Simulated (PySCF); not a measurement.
State search for MgGa⁺

Unrestricted PBE0; basis Mg 6-31G(d,p), Ga 6-31G(d,p); no relativity; PySCF 2.14. Outer shells of the fragments: Mg 3s2; Ga+ 3d10 4s2.

Followed along the bond (rough minima from three points):

| 2Ms+1 | unpaired | ⟨S²⟩ at the start | R at minimum (Å) | Te (eV) |
| --- | --- | --- | --- | --- |
| 1 | none | 0.00 | 3.12 | 0.00 |
| 3 | σ ↑, π ↑ | 2.01 | 2.72 | 1.80 |

Solutions found at the starting distance of 2.660 Å, counted from the lowest of them; the search is not exhaustive and high or unbound solutions are not listed, so other states can lie among these:

```tsv
2Ms+1	unpaired	term	E (eV)	⟨S²⟩	⟨Lz²⟩	μ (D)
1	none	¹Σ⁺	0.00	0.00	0.00	-4.41
3	σ ↑, π ↑	³Π	1.54	2.01	1.00	-5.99
3	σ ↑↑	³Σ⁺	1.71	2.00	0.00	-2.58
1	σ ↑, π ↓	mixed	1.82	1.01	1.00	-6.07
3	π ↑↑	³Σ⁻	4.30	2.00	0.00	-7.79
1	π ↑↓	mixed	4.50	1.00	2.01	-7.66
```

A term symbol is given only where ⟨S²⟩ and ⟨Lz²⟩ are close to those of a pure state; real π, δ and φ orbitals otherwise mix terms. A positive dipole points towards Ga; it is taken about the centre of mass and depends on that origin.

Question: Compare the gap between the two lowest followed solutions at the starting distance with the gap between their minima.

Answer: At PBE0 the second solution (triplet, unpaired electrons σ ↑, π ↑) lies +1.54 eV from the first (singlet, closed shell) at 2.660 Å and +1.80 eV at the minima; the two curves relax by different amounts, since their minima lie near 2.72 and 3.12 Å.

Counting both spins, an empty level lies below a filled one in some of these solutions, because spin and occupation are held.
